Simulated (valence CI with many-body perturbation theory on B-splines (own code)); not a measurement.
Energy levels of Cu¹⁵⁺

Calculated by relativistic CI+MBPT: four valence electrons over a frozen Dirac-Fock core [Ne], radial functions for each j: 11 s, 11 p, 10 d, 8 f, 5 g, 2 h, with the one-electron correlation potential Σ1 (screened to all orders), the two-electron term Σ2, the three-electron term Σ3, Breit, model QED; selected single and double excitations, second order for the rest, scaled by the run's own slope (own B-spline code, finite nucleus).

No measured spectrum was set against this ion. As an estimate, levels of excited configurations hold to 0.05 to 0.15 % of their energy, terms of the ground configuration to about 0.5 %. Among the levels kept, up to 830 cm⁻¹ of a level comes from second order outside the variational space, and about a tenth of that is noise between levels of different J, which matters for small intervals.

Levels 1 to 45 of 172, with energies above the lowest level, 3s2.3p2 3P_0. "Leading %" is the weight of the configuration and term that name the level; weights of strongly mixed levels are sums over their largest components and can fall short. Lifetimes count E1, E2, E3, M1 and M2 decay at the calculated energies, and are blank where another channel may lead or the interval is too uncertain; long ones can be off by a factor of two.

| No. | Configuration | Term | J | E (cm⁻¹) | Leading % | Lifetime | g | Second component |
| --- | --- | --- | --- | --- | --- | --- | --- | --- |
| 1 | 3s2.3p2 | 3P | 0 | 0 | 91 |  |  | 6 % 3s2.3p2 1S |
| 2 | 3s2.3p2 | 3P | 1 | 18585 | 97 | 9.21 ms | 1.500 |  |
| 3 | 3s2.3p2 | 3P | 2 | 32779 | 80 | 31.4 ms | 1.410 | 17 % 3s2.3p2 1D |
| 4 | 3s2.3p2 | 1D | 2 | 72164 | 80 | 1.35 ms | 1.089 | 17 % 3s2.3p2 3P |
| 5 | 3s2.3p2 | 1S | 0 | 123860 | 90 | 247 μs |  | 6 % 3s2.3p2 3P |
| 6 | 3s.3p3 | 5S° | 2 | 276200 | 97 | 21.2 ns | 1.988 |  |
| 7 | 3s.3p3 | 3D° | 1 | 360930 | 81 | 361 ps | 0.569 | 10 % 3s2.3p.3d 3D° |
| 8 | 3s.3p3 | 3D° | 2 | 361410 | 79 | 425 ps | 1.203 | 9 % 3s2.3p.3d 3D° |
| 9 | 3s.3p3 | 3D° | 3 | 368030 | 88 | 512 ps | 1.333 | 10 % 3s2.3p.3d 3D° |
| 10 | 3s.3p3 | 3P° | 0 | 413750 | 89 | 165 ps |  | 9 % 3s2.3p.3d 3P° |
| 11 | 3s.3p3 | 3P° | 1 | 415650 | 82 | 160 ps | 1.441 | 8 % 3s2.3p.3d 3P° |
| 12 | 3s.3p3 | 3P° | 2 | 417020 | 67 | 184 ps | 1.415 | 8 % 3s.3p3 3D° |
| 13 | 3s.3p3 | 1D° | 2 | 455320 | 48 | 138 ps | 1.056 | 37 % 3s2.3p.3d 1D° |
| 14 | 3s.3p3 | 3S° | 1 | 511370 | 68 | 13.7 ps | 1.716 | 25 % 3s.3p3 1P° |
| 15 | 3s2.3p.3d | 3F° | 2 | 525580 | 95 | 623 ps | 0.675 |  |
| 16 | 3s2.3p.3d | 3F° | 3 | 537520 | 96 | 1.05 ns | 1.085 |  |
| 17 | 3s.3p3 | 1P° | 1 | 547880 | 61 | 17.7 ps | 1.270 | 26 % 3s.3p3 3S° |
| 18 | 3s2.3p.3d | 3F° | 4 | 556280 | 97 |  | 1.249 |  |
| 19 | 3s2.3p.3d | 3P° | 2 | 591750 | 46 | 15.9 ps | 1.279 | 19 % 3s2.3p.3d 1D° |
| 20 | 3s2.3p.3d | 3D° | 1 | 602460 | 46 | 13.5 ps | 0.958 | 39 % 3s2.3p.3d 3P° |
| 21 | 3s2.3p.3d | 1D° | 2 | 614030 | 35 | 13.2 ps | 1.109 | 22 % 3s.3p3 1D° |
| 22 | 3s2.3p.3d | 3P° | 0 | 617780 | 88 | 17.2 ps |  | 9 % 3s.3p3 3P° |
| 23 | 3s2.3p.3d | 3P° | 1 | 622930 | 48 | 14.0 ps | 1.049 | 38 % 3s2.3p.3d 3D° |
| 24 | 3s2.3p.3d | 3D° | 3 | 625010 | 84 | 12.4 ps | 1.323 | 9 % 3s.3p3 3D° |
| 25 | 3s2.3p.3d | 3D° | 2 | 627140 | 53 | 13.6 ps | 1.270 | 29 % 3s2.3p.3d 3P° |
| 26 | 3s2.3p.3d | 1F° | 3 | 681350 | 94 | 11.7 ps | 1.006 |  |
| 27 | 3s2.3p.3d | 1P° | 1 | 699070 | 84 | 14.5 ps | 0.990 | 9 % 3s.3p3 1P° |
| 28 | 3p4 | 3P | 2 | 743700 | 52 | 87.6 ps | 1.423 | 29 % 3s.3p2.3d 3P |
| 29 | 3p4 | 3P | 1 | 767180 | 57 | 85.4 ps | 1.489 | 39 % 3s.3p2.3d 3P |
| 30 | 3p4 | 3P | 0 | 770220 | 55 | 78.5 ps |  | 36 % 3s.3p2.3d 3P |
| 31 | 3s.3p2.3d | 5F | 1 | 778520 | 95 | 2.73 ns | 0.044 |  |
| 32 | 3p4 | 1D | 2 | 780980 | 52 | 133 ps | 1.072 | 22 % 3s.3p2.3d 1D |
| 33 | 3s.3p2.3d | 5F | 2 | 782580 | 87 | 1.15 ns | 1.030 | 4 % 3s.3p2.3d 5D |
| 34 | 3s.3p2.3d | 5F | 3 | 788950 | 91 | 5.35 ns | 1.270 | 8 % 3s.3p2.3d 5D |
| 35 | 3s.3p2.3d | 5F | 4 | 798360 | 92 | 36.0 ns | 1.358 | 7 % 3s.3p2.3d 5D |
| 36 | 3s.3p2.3d | 5F | 5 | 810040 | 98 | 24.8 ns | 1.396 |  |
| 37 | 3s.3p2.3d | 5D | 0 | 810470 | 97 | 1.04 ns |  |  |
| 38 | 3s.3p2.3d | 5D | 1 | 811550 | 95 | 807 ps | 1.475 |  |
| 39 | 3s.3p2.3d | 5D | 2 | 813120 | 88 | 589 ps | 1.456 | 5 % 3s.3p2.3d 5F |
| 40 | 3s.3p2.3d | 5D | 3 | 815570 | 80 | 517 ps | 1.451 | 7 % 3s.3p2.3d 5F |
| 41 | 3s.3p2.3d | 5D | 4 | 820890 | 80 | 7.93 ns | 1.454 | 13 % 3s.3p2.3d 3F |
| 42 | 3s.3p2.3d | 3F | 2 | 836740 | 90 | 777 ps | 0.689 | 6 % 3s2.3d2 3F |
| 43 | 3s.3p2.3d | 3F | 3 | 845200 | 84 | 573 ps | 1.117 | 6 % 3s.3p2.3d 5D |
| 44 | 3s.3p2.3d | 3F | 4 | 858390 | 78 | 1.50 ns | 1.282 | 13 % 3s.3p2.3d 5D |
| 45 | 3s.3p2.3d | 5P | 3 | 864630 | 92 | 15.3 ps | 1.650 | 4 % 3s.3p2.3d 5D |

Names give the largest LS component (configuration and term), which can be under half, so a name can repeat, a term be missing and a line seem to break the LS rules; names also repeat where a configuration has a term twice.

Where two levels of one J and parity lie close, their mixing, g and order are uncertain.

The ionisation energy to 3s2.3p 2P°_1/2 of the next ion comes out as 517.99 eV (NIST: 518.7 ± 1.2 eV (semi-empirical)). All 172 levels together are meant to be complete up to 1472300 cm⁻¹.
